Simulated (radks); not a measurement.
The numbers below are computed, except where a source is named.
The vanadium ion V2+, configuration [Ne] 3s1.75 3p6 3d3 4p0.25 (fractional occupations, a model configuration). Level of theory: scalar-relativistic Kohn-Sham, PBE, spin-unpolarised, spherical densities, finite nucleus; Fermi nuclear charge, rms radius 3.6002 fm (a radial shooting solver on a logarithmic mesh with Libxc functionals).

X-ray form factor f0, the Fourier transform of the density (f0(0) = 21):

sin(theta)/lambda (1/angstrom),f0 (electrons)
0.05,20.659
0.1,19.738
0.15,18.455
0.2,16.999
0.25,15.501
0.3,14.053
0.4,11.538
0.5,9.668
0.6,8.384
0.8,6.895
1,5.961
1.25,4.916
1.5,3.941
2,2.503
